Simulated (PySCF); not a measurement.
Isomers of [C9H16P]+ (charge +1), mass 155.099 u with the commonest isotopes. Method used: PBE0-D3(BJ)/def2-SVP geometry optimisation, gas phase (PySCF). One conformer each, none proved a minimum here; rigid rotors.

Question: Order these by rotational constant A, largest first.
A. `[CH:1]#[C:2][CH2:3][P@H+:4]([CH2:5][CH2:6][CH3:7])[CH:8]1[CH2:9][CH2:10]1` (charge +1) with C2–C3–P4–C5 -59°, C3–P4–C5–C6 179°, P4–C5–C6–C7 -63°, C3–P4–C8–C9 -146°
B. `[CH:1]#[C:2][CH2:3][P@@+:4]([CH3:5])([CH2:6][CH3:7])[CH2:8][CH:9]=[CH2:10]` (charge +1) with C2–C3–P4–C5 60°, C3–P4–C6–C7 179°, C3–P4–C8–C9 -64°, P4–C8–C9–C10 99°
C. `[CH3:1][C:2]#[C:3][P@H+:4]1[C@H:5]([CH2:6][CH3:7])[C@@H:8]1[CH2:9][CH3:10]` (charge +1) with P4–C5–C6–C7 -6°, C5–C8–C9–C10 -163°

Answer: C (1482 MHz), B (1339 MHz), A (1239 MHz).

Question: Order these by radius of gyration √(Σ m r²/M), largest first.
A. `[CH:1]#[C:2][CH2:3][P@H+:4]([CH2:5][CH2:6][CH3:7])[CH:8]1[CH2:9][CH2:10]1` (charge +1) with C2–C3–P4–C5 -59°, C3–P4–C5–C6 179°, P4–C5–C6–C7 -63°, C3–P4–C8–C9 -146°
B. `[CH:1]#[C:2][CH2:3][P@@+:4]([CH3:5])([CH2:6][CH3:7])[CH2:8][CH:9]=[CH2:10]` (charge +1) with C2–C3–P4–C5 60°, C3–P4–C6–C7 179°, C3–P4–C8–C9 -64°, P4–C8–C9–C10 99°
C. `[CH3:1][C:2]#[C:3][P@H+:4]1[C@H:5]([CH2:6][CH3:7])[C@@H:8]1[CH2:9][CH3:10]` (charge +1) with P4–C5–C6–C7 -6°, C5–C8–C9–C10 -163°

Answer: C (2.681 Å), A (2.467 Å), B (2.324 Å).

Question: Order these by out-of-plane moment Σ m c² = (Ia + Ib − Ic)/2, largest first.
A. `[CH:1]#[C:2][CH2:3][P@H+:4]([CH2:5][CH2:6][CH3:7])[CH:8]1[CH2:9][CH2:10]1` (charge +1) with C2–C3–P4–C5 -59°, C3–P4–C5–C6 179°, P4–C5–C6–C7 -63°, C3–P4–C8–C9 -146°
B. `[CH3:1][C:2]#[C:3][P@H+:4]1[C@H:5]([CH2:6][CH3:7])[C@@H:8]1[CH2:9][CH3:10]` (charge +1) with P4–C5–C6–C7 -6°, C5–C8–C9–C10 -163°
C. `[CH:1]#[C:2][CH2:3][P@@+:4]([CH3:5])([CH2:6][CH3:7])[CH2:8][CH:9]=[CH2:10]` (charge +1) with C2–C3–P4–C5 60°, C3–P4–C6–C7 179°, C3–P4–C8–C9 -64°, P4–C8–C9–C10 99°

Answer: C (82.24 u·Å²), B (56.38 u·Å²), A (53.73 u·Å²).

```
                       SMILES  point group  Ia (u·Å²)  Ib (u·Å²)  Ic (u·Å²)      κ  μa (D)  μb (D)  μc (D)
         C#CC[P@H+](CCC)C1CC1           C1     407.91     589.42     889.88  -0.14    0.61    0.72    0.58
CC#C[P@H+]1[C@H](CC)[C@@H]1CC           C1     341.03     830.05    1058.32  -0.74    2.27    0.35    0.23
        C#CC[P@@+](C)(CC)CC=C           C1     377.42     542.80     755.74  -0.22    1.73    1.48    0.17
```
